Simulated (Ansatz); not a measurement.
Molecule: dibromosilane, sum formula SiH2Br2 (charge 0, singlet). 
Structure (B3LYP-D3(BJ)/def2-TZVP (Ansatz, a quantum-chemistry and plane-wave program) minimum search):
```xyz
5

Si     0.0001    -1.0070     0.0278
Br    -1.8283     0.2549     0.0509
Br     1.8283     0.2520    -0.0649
H      0.0389    -1.7887     1.2729
H     -0.0386    -1.8561    -1.1724
```
Charge 0, spin multiplicity 1.

Property: atomisation energy (electronic, to ground-state atoms), in eV. Valence correlation only, unless marked. UHF or UKS for open shells. No spin-orbit coupling. Frozen are the shells of the preceding noble gas and the d and f shells that filled before the atom's block. Non-relativistic. The coupled-cluster limit lacks core correlation, which all-electron functionals hold. CBS(X,Y): correlation extrapolated as X^-3; Hartree-Fock from the larger set.

```csv
level,program,atomisation energy (eV)
PBE0/STO-3G,Ansatz,17.92
PBE0/def2-TZVPD,Ansatz,13.96
```

### Question
What does CCSD(T)/CBS(def2-TZVPPD,def2-QZVPPD) (Ansatz) give?

### Answer
14.21 eV
